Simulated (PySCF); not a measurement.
C5H6F2, SMILES C=C/C(F)=C(\C)F. Geometry: ωB97X-D3(BJ)/def2-SVP. One conformer was computed; it need not be the lowest.

Computed equilibrium geometry at ωB97X-D3(BJ)/def2-SVP (PySCF confirms it by a frequency run) as Cartesian coordinates in Å, and its point group (one conformer of several):
point group Cs.
```xyz
13

C      0.4023     2.6638     0.0000
C      0.7626     1.3758     0.0000
C     -0.2040     0.2767     0.0000
F     -1.4936     0.6568     0.0000
C      0.0692    -1.0374     0.0000
C      1.3975    -1.7146     0.0000
F     -0.9608    -1.8991     0.0000
H     -0.6513     2.9550     0.0000
H      1.1541     3.4570     0.0000
H      1.8203     1.1002     0.0000
H      2.2282    -0.9992     0.0000
H      1.4862    -2.3591    -0.8893
H      1.4862    -2.3591     0.8893
```
